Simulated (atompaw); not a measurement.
Scattering properties, PAW (atompaw) potential for nitrogen (N)

* Element: N (Z = 7)
* Generator: atompaw 4.2.0.5
* Type: PAW
* Functional: LDA (PW92)
* Relativity: non-relativistic
* Frozen core: [He]
* Valence charge: 5
* Reference configuration: 2s2 2p1 (charge +2)
* Partial waves: 2s (bound): rc 1.85 bohr; 2s channel at -3 Ry: rc 1.05 bohr; 2p (bound): rc 1.85 bohr; 2p channel at -0.25 Ry: rc 1.85 bohr; 3d channel at 0.3 Ry: rc 1.85 bohr; 3d channel at 0.9 Ry: rc 1.85 bohr
* Local potential: ultrasoft scheme with l = 3 at -0.5 Ry, radius 1.80 bohr
* Core correction: smooth core density matched at 1.75 bohr
* Augmentation charge: gaussian compensation charge, radius 1.70 bohr; PAW radius 1.85 bohr; waves and projectors: custom polynom vanderbiltortho

The phase is arctan(r·u′/u) with u = r·R(r), unwrapped; energies in Ry, scanned from -6 to 5 Ry. A pole is an energy at which the radial function vanishes at the test radius. The pseudo phase is shifted by a multiple of π to meet the all-electron one at the reference energy, and phase errors are pseudo minus all-electron; the curves can meet again beyond the range given. Levels narrower than the energy grid can be missing from the lists of poles.

```json
{"channel": "s", "radius (bohr)": "1.85", "reference energy (Ry)": "-3.59", "poles, all-electron": "-2.77", "poles, pseudo": "-2.77, -1.34", "unbroken range about the reference energy with phases within 0.05 rad": "below -1.4", "phase error 1 Ry above the reference energy (rad)": "-0.000"}
{"channel": "p", "radius (bohr)": "1.85", "reference energy (Ry)": "-2.77", "poles, all-electron": "-2.07", "poles, pseudo": "-2.07", "unbroken range about the reference energy with phases within 0.05 rad": "below 1.8", "phase error 1 Ry above the reference energy (rad)": "+0.001"}
{"channel": "d", "radius (bohr)": "1.85", "reference energy (Ry)": "0.30", "poles, all-electron": "3.94", "poles, pseudo": "3.94", "unbroken range about the reference energy with phases within 0.05 rad": "the whole range", "phase error 1 Ry above the reference energy (rad)": "+0.000"}
```

Phases in the d channel:

```tsv
E (Ry)	all-electron	pseudo
-6.00	1.334	1.334
-5.76	1.329	1.329
-5.52	1.323	1.323
-5.28	1.316	1.317
-5.04	1.310	1.310
-4.80	1.302	1.302
-4.56	1.294	1.294
-4.32	1.286	1.286
-4.08	1.276	1.276
-3.84	1.266	1.266
-3.60	1.254	1.254
-3.36	1.241	1.241
-3.12	1.226	1.226
-2.88	1.210	1.210
-2.64	1.192	1.192
-2.40	1.170	1.170
-2.16	1.145	1.145
-1.92	1.116	1.116
-1.68	1.081	1.081
-1.44	1.038	1.038
-1.20	0.985	0.985
-0.96	0.917	0.917
-0.72	0.829	0.829
-0.48	0.712	0.712
-0.24	0.553	0.553
0.00	0.338	0.338
0.24	0.060	0.060
0.48	-0.254	-0.254
0.72	-0.551	-0.551
0.96	-0.792	-0.792
1.20	-0.972	-0.972
1.44	-1.105	-1.105
1.68	-1.204	-1.204
1.92	-1.280	-1.280
2.16	-1.340	-1.340
2.40	-1.389	-1.389
2.64	-1.429	-1.429
2.88	-1.463	-1.463
3.12	-1.492	-1.492
3.36	-1.518	-1.518
3.60	-1.542	-1.541
3.84	-1.563	-1.562
4.08	-1.583	-1.582
4.32	-1.601	-1.601
4.56	-1.619	-1.618
4.80	-1.637	-1.635
```
